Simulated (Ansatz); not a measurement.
Stepwise reaction of `OB(O[SiH3])O[SiH3]` with hydrogen chloride, as a gas-phase model of exchange steps in deposition or etching. ΔE in kJ/mol; ΔG adds harmonic PBE0-D4 terms to CCSD(T)/CBS, at 1 bar.

Computed with Ansatz on PBE0-D4/def2-TZVP structures; ΔE is electronic, products minus reactants. CBS: MP2 limit from def2 TZ/QZ plus the TZ coupled-cluster correction, frozen cores. This one scheme is used for every species. DFT in def2-TZVPP. B3LYP here is the variant with VWN-RPA as its local correlation; programs differ in this. One conformer a species, not always the lowest.

```csv
step,reaction,PBE-D4,B3LYP-D4,ωB97M-V,CCSD(T)/CBS,ΔG(600 K)
1,`OB(O[SiH3])O[SiH3]` + HCl → `OB(Cl)O[SiH3]` + `O[SiH3]`,36.8,48.2,45.1,46.7,38.7
```

(1) Give the row of step 2, `OB(Cl)O[SiH3]` + HCl → `OB(Cl)Cl` + `O[SiH3]`. (Best estimate.)

(2) By hand: ΔE of the 2 steps together at CCSD(T)/CBS.

## Answers

(1) Computed: 
```tsv
step	reaction	PBE-D4	B3LYP-D4	ωB97M-V	CCSD(T)/CBS	ΔG(600 K)
2	`OB(Cl)O[SiH3]` + HCl → `OB(Cl)Cl` + `O[SiH3]`	42.8	55.1	51.7	53.1	48.3
```

(2) (46.7) + (53.1) = 99.8 kJ/mol, or 49.9 kJ/mol a step.

In ΔE each step is higher than the one before. All are uphill at CCSD(T)/CBS. ΔG lies between 38.7 and 48.3 kJ/mol a step. PBE-D4 differs from CCSD(T)/CBS by -10.3 to -9.9 kJ/mol a step. Only this route is followed, and other bonds may react first. Isolated molecules leave out the surface, adducts and barriers. Largest T1 diagnostic: 0.012.
